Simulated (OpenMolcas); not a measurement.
**Mo5+: moving or changing the point charges**

Mo5+ among 6 point charges of -1.7 e arranged as an octahedron (Oh), 1.91 Å from the ion.

| Quantity | Value |
| --- | --- |
| Program | OpenMolcas |
| Method | CASSCF |
| Basis | ANO-RCC-VDZP [6s5p3d1f] |
| Scalar Hamiltonian | DKH2, point nucleus |
| Active space | 1 electron in 5 orbitals (4d) |
| State averaging | 2S+1 = 2 even, 5 roots |
| Spin-orbit coupling | RASSI with atomic mean-field integrals over the reference wave functions |

Runs around this geometry, states (labels of O, the rotations of Oh). Energies in cm-1 above the lowest state or level, χT in cm3 K/mol; under a threefold ground state the first gap can be a small split of the lowest multiplet, not the spin-orbit step; 10Dq is the gap between the two states.

```tsv
R (Å)	q (e)	Ground state	First state of that spin	10Dq	First gap with spin-orbit (degeneracies)	χT at 300 K
1.91	-1.1	2T2	2E 6528	6528	1716 (4, 2)	0.136
1.91	-1.7	2T2	2E 10086	10086	1620 (4, 2)	0.118
2.04	-1.7	2T2	2E 7328	7328	1691 (4, 2)	0.130
```

Taking |10Dq| as R^-n, n = -ln(7328 / 10086) / ln(2.04 / 1.91) = 4.9 between the shortest and longest distance. The point-charge formula for a cubic d site gives n = 5.

Scaling the charges by -1.1 / -1.7 = 0.65 scales |10Dq| by 6528 / 10086 = 0.65; with fixed orbitals a first-order splitting would follow the charge.

An orbital triplet at a regular site is open to Jahn-Teller coupling, which can distort the site and quench the lowest spin-orbit gaps and is left out. This field is weak: 10Dq is about 6528 cm-1, while octahedral complexes of 4d ions of charge 3 and more, computed by the same method with explicit ligands, had a median near 25000 cm-1. Ground spin and moment need not be those of a real site (figures for R = 1.91, q = -1.1; the like holds for R = 1.91, q = -1.7, R = 2.04, q = -1.7). This is an electrostatic model: the charges have no orbitals. No measured value stands beside these numbers.
